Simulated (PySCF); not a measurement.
CH₇NSi₃, SMILES [Si@H]1([SiH2]C=N1)[SiH3]. The structure is a stationary point at PBE-D3(BJ)/def2-SVP. The structure was generated by enumeration; whether it is a known compound was not checked.

Computed equilibrium geometry at PBE-D3(BJ)/def2-SVP (PySCF confirms it by a frequency run) as bond lengths and angles:
Atoms: Si1 Si2 N3 C4 Si5 H6 H7 H8 H9 H10 H11 H12. Bonded distances (Å): Si1–Si2 2.351, Si1–H6 1.505, Si1–H7 1.505, Si1–H8 1.506, Si2–N3 1.834, Si2–Si5 2.362, Si2–H9 1.508, N3–C4 1.299, C4–Si5 1.939, C4–H10 1.118, Si5–H11 1.509, Si5–H12 1.510. Bond angles (°): Si2–Si1–H6 109.0, Si2–Si1–H7 111.5, Si2–Si1–H8 109.3, H6–Si1–H7 109.2, H6–Si1–H8 108.8, H7–Si1–H8 108.9, Si1–Si2–N3 111.0, Si1–Si2–Si5 118.5, Si1–Si2–H9 111.0, N3–Si2–Si5 78.2, N3–Si2–H9 112.4, Si5–Si2–H9 120.9, Si2–N3–C4 102.5, N3–C4–Si5 109.9, N3–C4–H10 119.7, Si5–C4–H10 130.3, Si2–Si5–C4 69.2, Si2–Si5–H11 119.6, Si2–Si5–H12 123.2, C4–Si5–H11 114.1, C4–Si5–H12 118.1, H11–Si5–H12 108.0.
Charge 0, spin multiplicity 1.
